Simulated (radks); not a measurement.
Spherical jellium clusters: N electrons in a uniform positive sphere of charge N and radius rs N^(1/3), rs = 4.18 bohr. Method: non-relativistic Kohn-Sham, exchange-only LDA, spin-polarised, spherical densities; computed with a radial shooting solver with Libxc functionals. Levels are named by radial order and angular momentum (1s, 1p, 1d, 2s, ...), and open shells are averaged over m.

N = 5, configuration 1s2 1p(up 3, down 0). This is the lowest configuration that the search found. Occupied and some empty levels:

level,occupation,eigenvalue (eV),<r> (bohr)
1s up,1,-3.7909,5.101
1s down,1,-2.5198,4.807
1p up,3,-2.4378,6.315
1p down,0,-1.0326,6.717
1d up,0,-0.90203,7.852
2s up,0,-0.66483,9.191
2s down,0,-0.063491,13.87

Energy (eV): total -4.99316, kinetic 8.0498, external -109.64, Hartree 52.968, exchange-correlation -13.480, background 57.105.

Electron density:

r (bohr),n(r) (e/bohr^3)
0.555,0.003658
1.17,0.003719
1.79,0.003806
2.41,0.003884
3.03,0.003904
3.65,0.003806
4.27,0.003547
4.89,0.003119
5.50,0.002565
6.12,0.001959
6.74,0.001389
7.36,0.0009223
7.98,0.0005813
8.60,0.0003532
9.22,0.0002087
9.84,0.0001208
10.4,0.00006908
11.1,0.00003888
11.7,0.00002170
12.3,0.00001203
